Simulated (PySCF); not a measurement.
# Excitation energy of Cl+ by level of theory

Cl+ [Ne] 3s2 3p4 (3P) → Cl+ [Ne] 3s1 3p4 4s1 (5P), as a difference of total energies. Calculation: PySCF 2.14, in aug-cc-pV(D+d)Z; no relativity, point nucleus. Correlated levels: valence: [Ne] frozen. The calculations carry no spin-orbit coupling.

```csv
method,excitation energy (eV)
UHF,25.445
LDA,25.841
PBE,25.711
PBE0,25.975
r2SCAN,25.700
PW91,25.751
BHandHLYP,26.415
ROHF,25.347
MP2 (valence),25.346
SCS-MP2 (valence),25.438
```

Task: Estimate what r2SCAN0 gives.

Result: 25.869 eV, closest to LDA among the rows shown.

Task: Estimate what MN15 gives.

Result: 25.487 eV, closest to UHF among the rows shown.

A first-order spin-orbit estimate (lowest level to lowest level, LS coupling) adds -0.005 eV.

The upper state lies above the first ionisation limit, where it may autoionise and the basis confines it. A Rydberg-like electron needs more diffuse functions than a valence basis has.

The promoted electron is Rydberg-like, and one or two diffuse shells describe it only roughly, which tends to raise the upper state.
